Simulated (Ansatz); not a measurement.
```yaml
crystal:
  periodic: [false, false, false]
  atoms:
    - {symbol: C, position_ang: [-0.011335, -1.836656, 0.486041]}
    - {symbol: O, position_ang: [-0.016759, -0.686943, -0.320473]}
    - {symbol: Mo, position_ang: [-0.117743, 1.132286, -0.154060]}
    - {symbol: O, position_ang: [1.167966, 1.955103, -1.223710]}
    - {symbol: S, position_ang: [-2.048933, 1.774788, -0.693570]}
    - {symbol: S, position_ang: [0.226372, 1.603416, 1.866389]}
    - {symbol: H, position_ang: [-1.024764, -2.241842, 0.548712]}
    - {symbol: H, position_ang: [0.645971, -2.578898, 0.027399]}
    - {symbol: H, position_ang: [0.348198, -1.595803, 1.490714]}
    - {symbol: H, position_ang: [0.914128, 2.423449, -2.024543]}
basis:
  gaussian: {orbitals: def2-mTZVP}
magnetization: {spin_polarized: true, initial_magnetization: 2}
hamiltonian: {xc: {name: HF}}
correlation: {method: mp2, frozen_orbitals: {C: 9}}
accuracy: high
```

```sh
$ ansatz run in.yaml --threads 4 --pin off --events-out ev --progress --plain --max-ram 11315MiB
```

It prints (some lines left out):

```
Functional definition: HF
Error: "frozen_orbitals" has no count for O
```

Task: What is wrong with this run?

Result: Frozen orbitals are typed for one element alone, and the program wants a count for each. The program refused the input.
